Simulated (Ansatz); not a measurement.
A geometry relaxed with B3LYP-D3(BJ)/def2-TZVP in Ansatz (an electronic-structure program), charge 0, multiplicity 1:

```xyz
5

B      1.3532    -0.0193     0.0084
H     -2.5213     0.0363    -0.0172
H      2.5213    -0.0351     0.0107
B     -1.3533     0.0190    -0.0066
C      0.0000    -0.0009     0.0047
```

### Question
Write the SMILES of this molecule.

### Answer
`B=C=B`
